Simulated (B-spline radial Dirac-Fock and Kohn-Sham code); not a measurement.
**3p3/2 emission of Sn³⁺**

System: Sn³⁺ in the configuration [Kr] 4d10 5s1.

These are calculated numbers from a radial B-spline solver; the model is independent-particle rates on relativistic LDA orbitals of the hole state (multipoles up to L = 3, Coulomb Auger matrix elements, transition energies from Dirac-Fock).

```csv
line,multipole,energy (eV),width (meV),share (%)
M3-M4,E1,223.7,0.0494,2.02
M3-M5,E1,232.1,0.504,20.7
M3-N1,E1,–,0.464,19.0
M3-N4,E1,693.8,0.149,6.10
Mγ (M3-N5),E1,694.9,1.24,50.6
M3-O1,E1,717.8,0.0387,1.59
```

The listed lines hold 100.0 % of the radiative rate. A dash stands for an energy that rests on an unreliable hole state. The radiative width is 0.00244 eV in the length form and 0.00230 eV in the velocity form; the two differ because the transition energies are not eigenvalue differences of the potential that gave the orbitals.
